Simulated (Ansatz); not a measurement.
`Cc1cc(-c2sc(-c3sc(C#C[Si](C)(C)C)cc3C)cc2C)sc1C#C[Si](C)(C)C` with charge +1. Charge 1, multiplicity 2. Geometry r2SCAN-D4/def2-SVP, that of the neutral singlet; atoms count from 1.

```xyz
60

C     3.869    0.018   -3.250
C     3.552   -0.103   -1.793
C     2.258    0.025   -1.240
C     2.198   -0.125    0.143
C     1.025   -0.075    0.976
S    -0.544   -0.095    0.206
C    -1.382    0.017    1.731
C    -2.822    0.066    1.772
S    -3.711    0.620    0.379
C    -5.246    0.357    1.169
C    -6.452    0.627    0.507
C    -7.508    0.867   -0.080
Si   -9.090    1.228   -0.952
C    -9.964   -0.394   -1.318
C   -10.154    2.301    0.165
C    -8.689    2.132   -2.549
C    -5.044   -0.124    2.458
C    -3.686   -0.296    2.814
C    -3.249   -0.837    4.141
C    -0.463    0.040    2.774
C     0.893   -0.014    2.368
C     2.033    0.015    3.340
S     3.795   -0.435    0.780
C     4.515   -0.360   -0.811
C     5.896   -0.543   -0.975
C     7.107   -0.718   -1.118
Si    8.916   -0.976   -1.341
C     9.829    0.026   -0.040
C     9.300   -2.804   -1.142
C     9.381   -0.394   -3.066
H     3.447    0.944   -3.671
H     3.440   -0.823   -3.819
H     4.955    0.022   -3.418
H     1.370    0.238   -1.842
H   -10.921   -0.212   -1.836
H    -9.348   -1.042   -1.962
H   -10.181   -0.949   -0.391
H    -9.649    3.252    0.401
H   -10.372    1.791    1.117
H   -11.115    2.537   -0.321
H    -8.158    3.076   -2.350
H    -8.051    1.518   -3.204
H    -9.612    2.371   -3.102
H    -5.879   -0.360    3.121
H    -4.080   -1.360    4.636
H    -2.914   -0.035    4.822
H    -2.411   -1.544    4.032
H    -0.757    0.141    3.819
H     2.777    0.784    3.077
H     2.567   -0.950    3.375
H     1.667    0.229    4.354
H    10.920   -0.110   -0.139
H     9.540   -0.284    0.977
H     9.610    1.101   -0.139
H     8.761   -3.407   -1.889
H     9.006   -3.165   -0.143
H    10.380   -2.993   -1.266
H    10.461   -0.532   -3.244
H     8.836   -0.959   -3.839
H     9.149    0.675   -3.203
```

Single mean-field runs in def2-SVP are fitted with def2-universal-jkfit.

Problem. Estimate the Mulliken populations of the heavy atoms from the PBE0/def2-SVP orbitals of Ansatz.

Solution. 
```csv
atom,charge (e),spin (α − β)
C1,0.04,0.00
C2,-0.05,-0.05
C3,-0.02,0.12
C4,-0.09,0.01
C5,-0.06,0.15
S6,0.18,-0.04
C7,-0.07,0.12
C8,-0.10,0.03
S9,0.22,-0.03
C10,-0.13,0.17
C11,0.16,-0.09
C12,-0.33,0.16
Si13,0.51,-0.01
C14,-0.32,0.01
C15,-0.32,0.00
C16,-0.32,0.00
C17,0.05,-0.05
C18,-0.09,0.11
C19,0.01,-0.01
C20,0.00,0.04
C21,-0.11,0.05
C22,0.02,-0.01
S23,0.20,-0.03
C24,-0.13,0.23
C25,0.12,-0.11
C26,-0.34,0.21
Si27,0.51,-0.01
C28,-0.32,0.00
C29,-0.32,0.01
C30,-0.32,0.00
```
Mulliken values depend strongly on the basis.

Problem. Where does the spin sit?

Solution. Summed by element: C 1.11, S -0.11, Si -0.02, H 0.02, of 1 unpaired in all. Largest on single atoms: C24 0.23, C26 0.21, C10 0.17.

Problem. And the Mayer bond orders between heavy atoms (over 0.3)?

Solution. C1–C2 1.09 (1.50 Å); C2–C3 1.38 (1.41 Å); C2–C24 1.36 (1.40 Å); C3–C4 1.35 (1.39 Å); C4–C5 1.27 (1.44 Å); C4–S23 1.11 (1.75 Å); C5–S6 1.12 (1.75 Å); C5–C21 1.35 (1.40 Å); S6–C7 1.12 (1.74 Å); C7–C8 1.23 (1.44 Å); C7–C20 1.36 (1.39 Å); C8–S9 1.11 (1.74 Å); C8–C18 1.38 (1.40 Å); S9–C10 1.12 (1.75 Å); C10–C11 1.08 (1.40 Å); C10–C17 1.39 (1.39 Å); C11–C12 2.67 (1.23 Å); C12–Si13 0.80 (1.84 Å); Si13–C14 1.04 (1.88 Å); Si13–C15 1.04 (1.88 Å); Si13–C16 1.04 (1.88 Å); C17–C18 1.36 (1.41 Å); C18–C19 1.09 (1.50 Å); C20–C21 1.39 (1.42 Å); C21–C22 1.09 (1.50 Å); S23–C24 1.12 (1.75 Å); C24–C25 1.09 (1.40 Å); C25–C26 2.65 (1.23 Å); C26–Si27 0.80 (1.84 Å); Si27–C28 1.04 (1.88 Å); Si27–C29 1.04 (1.88 Å); Si27–C30 1.04 (1.88 Å).
